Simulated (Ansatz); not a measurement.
Z-matrix (Å, degrees):
```
C
O 1 1.394
H 1 1.099 2 113.2
H 1 1.098 2 109.2 3 -119.2
H 1 1.099 2 112.4 3 121.9
In 2 2.012 1 129.8 3 -47.1
C 6 2.206 2 108.7 1 -178.0
H 7 1.090 6 108.4 2 105.8
H 7 1.090 6 105.8 2 -13.2
H 7 1.089 6 109.8 2 -133.6
```

Total charge 0; spin multiplicity 2. In takes the def2 core potential.

Problem. List the PBE/def2-TZVPP orbital energies in eV (Ansatz). (Estimate.)

Solution. The calculation gave: α occupied: -509.43, -269.50, -268.87, -121.40, -79.11, -78.93, -78.83, -24.01, -18.49, -18.34, -18.25, -18.18, -18.08, -16.66, -15.61, -10.95, -10.16, -10.04, -9.83, -9.79, -8.06, -6.30, -5.75, -4.49. α empty: -1.92, -0.26, -0.15, 1.14, 1.55, 1.66, 2.34, 2.64. β occupied: -509.34, -269.50, -268.75, -121.37, -79.08, -78.89, -78.81, -23.84, -18.35, -18.27, -18.16, -18.13, -17.99, -16.46, -15.55, -10.81, -10.15, -9.97, -9.75, -9.69, -7.67, -5.92, -5.69. β empty: -3.62, -1.58, 0.01, 0.12, 1.28, 1.74, 1.92, 2.55. ⟨S²⟩ = 0.753.
